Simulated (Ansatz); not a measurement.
Ideal-gas functions of AuBrH$_{2}$O (`[OH2+][Au-][Br]`) at 400 K and 1 bar, from an Ansatz frequency run at PBE0-D4/def2-TZVP.

Molar mass 294.89 g/mol, point group Cs (symmetry number 1), electronic degeneracy 1, moments of inertia 1.585, 452.624, 453.456 u Å². Harmonic wavenumbers (cm⁻¹, unscaled): 102, 103, 260, 350, 494, 630, 1622, 3813, 3909.

Use S(trans) = R[1.5 ln M + 2.5 ln T − 1.1517]; rotational temperatures θ = 24.2544 K / I; S(rot) = R[ln(√π/σ · √(T³/θAθBθC)) + 1.5]; for each mode x = 1.438777 ν̃/T, S = R[x/(eˣ − 1) − ln(1 − e⁻ˣ)] and H = RT x/(eˣ − 1); 1 cm⁻¹ = 0.0119627 kJ/mol; R = 8.31446 J/(mol·K).

By hand: the entropy, in J/(mol·K).

Translation 185.9. Rotation: θ = 15.3025, 0.0536, 0.0535 K, giving 105.0. Vibration, mode by mode: 16.70, 16.62, 9.17, 6.93, 4.55, 3.09, 0.17, 0.00, 0.00, in all 57.2. Electronic 0.0. Sum 348.1 J/(mol·K).

By hand: H − E and G − E in kJ/mol, counted from the electronic energy.

Zero-point energy ½ × 11283 × 0.0119627 = 67.5; thermal vibration 11.3; translation, rotation and pV give 4 RT = 13.3. H − E = 92.1 kJ/mol, and G − E = 92.1 − 400 × 348.1/1000 = -47.1 kJ/mol.

Vibration gives 16 % of the entropy, 33.3 J/(mol·K) of it from the modes under 150 cm⁻¹: soft modes count most, and the harmonic formula is weakest for them. The sum counts one conformer and one mirror image; others add a mixing term.
